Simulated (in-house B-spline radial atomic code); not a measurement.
Checks on a self-consistent run for Pt VII (Pt6+), [Kr] (4d3/2)4 (4d5/2)5 4f14 5s2 5p6 (5d3/2)4 (6p3/2)1. All numbers are computed (Dirac-Hartree-Fock, average of the jj configuration; Fermi nucleus of rms radius 5.427 fm) with an all-electron radial atomic-structure program (B-spline basis), not measured.

```csv
orbital,q,ε (Eh),<1/r>,<r²>,small-component weight
1s1/2,2,-2904.10639,93.8894,0.000406172,0.087474
2s1/2,2,-518.95164,23.0465,0.00613884,0.020027
2p1/2,2,-496.55603,22.9604,0.00436699,0.02006
2p3/2,4,-432.85647,18.8526,0.00555232,0.0179
3s1/2,2,-127.47887,8.47674,0.0397777,0.0066936
3p1/2,2,-117.48411,8.37609,0.0364236,0.0066219
3p3/2,4,-103.27332,7.31302,0.0427874,0.0060085
3d3/2,4,-86.87846,7.19096,0.0329976,0.0058647
3d5/2,6,-83.78839,6.93845,0.0348551,0.0056832
4s1/2,2,-31.78005,3.56949,0.193306,0.0022363
4p1/2,2,-27.55009,3.46042,0.197766,0.0021459
4p3/2,4,-23.99240,3.10683,0.228865,0.0019274
4d3/2,4,-17.09817,2.90619,0.241918,0.0017338
4d5/2,5,-16.38556,2.81959,0.254106,0.0016719
4f5/2,6,-7.38106,2.45266,0.297012,0.0013068
4f7/2,8,-7.15630,2.42504,0.302048,0.0012864
5s1/2,2,-7.95853,1.45596,0.970853,0.00056441
5p1/2,2,-6.54799,1.34529,1.1139,0.00049446
5p3/2,4,-5.69092,1.23785,1.27073,0.00044447
5d3/2,4,-3.68674,1.0186,1.81956,0.00031413
6p3/2,1,-2.18196,0.533803,6.23446,0.00010631
```

Electron-electron repulsion V_ee = 6554.2951 hartree.

Q: What total energy follows from the eigenvalues?

A: The eigenvalues count the repulsion twice, so E = Σqε - V_ee = -11859.110 - 6554.295 = -18413.405 hartree; the run printed -18413.405.

Q: Does the Dirac virial theorem hold?

A: For a point nucleus E = -2c²Σq·w, with w the small-component weight. Here Σq·w = 0.4901 and c = 137.0360, so the ratio E/(-2c²Σq·w) is 1.000342; the finite nucleus accounts for the departure from 1.

Q: What diamagnetic shielding (Lamb formula) and susceptibility (Langevin formula) do the radii give?

A: σ = (α²/3)Σq<1/r> = 590.043/(3·137.036²) = 10474 ppm, and χ = -0.79199×10⁻⁶·Σq<r²> = -25.03×10⁻⁶ cm³/mol with Σq<r²> = 31.608 bohr². Both are non-relativistic formulas without the paramagnetism of open shells; for so heavy an element the full relativistic shielding is larger by tens of per cent.
